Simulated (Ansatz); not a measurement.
```yaml
crystal:
  periodic: [false, false, false]
  atoms:
    - {symbol: C, position_ang: [-0.778691, 1.010622, 1.021982]}
    - {symbol: O, position_ang: [-0.365595, -0.247187, 0.565263]}
    - {symbol: C, position_ang: [0.426959, -0.163349, -0.606494]}
    - {symbol: Zn, position_ang: [0.918134, -1.996769, -1.109924]}
    - {symbol: H, position_ang: [-1.379432, 0.860924, 1.920831]}
    - {symbol: H, position_ang: [0.081726, 1.649351, 1.268582]}
    - {symbol: H, position_ang: [-1.386515, 1.530695, 0.267545]}
    - {symbol: H, position_ang: [1.318944, 0.457478, -0.421402]}
    - {symbol: H, position_ang: [-0.132699, 0.340428, -1.411672]}
    - {symbol: H, position_ang: [1.297169, -3.442194, -1.494703]}
basis:
  gaussian: {orbitals: cc-pVTZ, final_grid: {core_spheres: 8, valence_spheres: 7, degree: 23}}
hamiltonian: {xc: {name: HF}}
correlation: {method: mp2, frozen_orbitals: {C: 9}}
accuracy: high
```

```sh
$ ansatz run in.yaml --threads 4 --pin off --events-out ev --progress --plain --max-ram 10444MiB
```

Output, abridged:

```
Functional definition: HF
Error: "frozen_orbitals" has no count for O
```

Task: What is wrong with this run?

Result: Frozen orbitals are typed for one element alone, and the program wants a count for each. The input was rejected before any iteration.
